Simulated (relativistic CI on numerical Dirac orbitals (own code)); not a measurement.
Hg⁴⁺: 5p photoemission

Computed with this model: Dirac-Coulomb-Breit CI, separate exchange-only KLI orbitals for each configuration, model QED, valence Slater integrals scaled by 0.8, multiplet model of photoemission in the sudden approximation; configurations [Xe] 4f14 5d8 → [Kr] 4d10 4f14 5s2 5p5 5d8; 300 K; Lorentzian 1.5 eV and Gaussian 0.6 eV FWHM. Energies are those of the free ion, without screening or charge transfer. The energies are binding energies and can lie tens of eV above those of solids. S is read from ⟨S²⟩ = S(S + 1).

Field parameters in Wybourne normalisation: D4h B²₀ = −7Ds, B⁴₀ = 21(Dq − Dt), B⁴₄ = 21√(5/14) Dq; Oh B⁴₀ = 21Dq, B⁴₄ = √(5/14) B⁴₀; Td as Oh with Dq negative (B⁴₀ = 21Dq, B⁴₄ = √(5/14) B⁴₀). The field is a parameter set, without covalency.

free ion: ground-state S = 0.96, centroid 130.44 eV. Peaks (eV, height): 119.8 (100), 121.6 (61), 122.6 (60), 123.8 (62), 128.8 (53), 131.6 (15), 144.0 (74), 146.2 (57).

D4h, 10Dq = 19450, Ds = -1220, Dt = -430 cm⁻¹: ground-state S = 0.99, centroid 130.50 eV. Peaks (eV, height): 120.6 (100), 125.6 (40), 143.4 (55), 145.2 (39).

Td, 10Dq = -13350 cm⁻¹: ground-state S = 0.97, centroid 130.45 eV. Peaks (eV, height): 120.2 (100), 124.6 (48), 129.4 (44), 144.8 (72), 147.0 (26).

Oh, 10Dq = 42550 cm⁻¹: ground-state S = 0.99, centroid 130.53 eV. Peaks (eV, height): 121.2 (100), 125.8 (28), 128.2 (31), 132.0 (12), 143.6 (51), 146.0 (30), 149.8 (6).

Strongest unbroadened transitions for D4h, 10Dq = 19450, Ds = -1220, Dt = -430 cm⁻¹:

```
Energy (eV)  Relative strength
     120.58               26.3
     120.59               67.3
     120.68              100.0
     120.69               46.1
     120.70               40.9
     122.01               20.4
     122.41               21.7
     122.54               39.9
     122.70               13.3
     125.51               25.9
     125.61               25.5
     142.91               25.9
     142.92               70.8
     143.72               47.5
     143.81               29.0
     143.82               17.6
     145.21               32.6
     145.60               15.2
```
